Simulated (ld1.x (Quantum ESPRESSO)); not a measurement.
## Ranking ultrasoft potentials for fluorine

All share these settings but for the change named:

```json
{
 "Element": "F (Z = 9)",
 "Generator": "ld1.x (Quantum ESPRESSO) 7.5",
 "Type": "ultrasoft",
 "Functional": "LDA (PZ)",
 "Relativity": "scalar-relativistic",
 "Frozen core": "[He]",
 "Valence charge": "7",
 "Reference configuration": "2s2 2p4 (charge +1)",
 "Partial waves": "2s (bound): rcut 0.65, rcutus 0.85 bohr; 2s channel at 1.1 Ry: rcut 0.65, rcutus 0.85 bohr; 2p (bound): rcut 0.75, rcutus 1.00 bohr; 2p channel at -1.55 Ry: rcut 0.75, rcutus 1.00 bohr",
 "Local potential": "all-electron potential smoothed inside 0.75 bohr (lloc = -1)",
 "Core correction": "a·sin(br)/r model core inside 0.75 bohr",
 "Augmentation charge": "built from norm-conserving waves at rcut, not smoothed further"
}
```

Test errors are all-electron minus pseudo excitation energies from the reference, over 2s2 2p5; 2s2 2p3; 2s2 2p2; 2s1 2p5; 2s2 2p4.5; 2s1 2p6; 2s2 2p1. None of these files shows a bound ghost.

The base gives 234.3 meV.

Of 8 variants that were run, those that failed, showed a ghost or another fault, or gave nearly equal values are left out.

A variant can come out equal or close to the base, since the largest error may sit in a test that the change hardly touches while other tests move.

Task: Rank these variants by their largest absolute test error, smallest first.
A. local potential all-electron potential smoothed inside 0.80 bohr (lloc = -1)
B. augmentation PSQ, radius 0.65 bohr
C. type RRKJ; waves now 2s (bound): rc 0.85 bohr; 2p (bound): rc 1.00 bohr; local potential all-electron potential smoothed inside 0.90 bohr (lloc = -2); rho0 0.001

Result: B (176.7 meV), A (235.5 meV), C (579.7 meV).
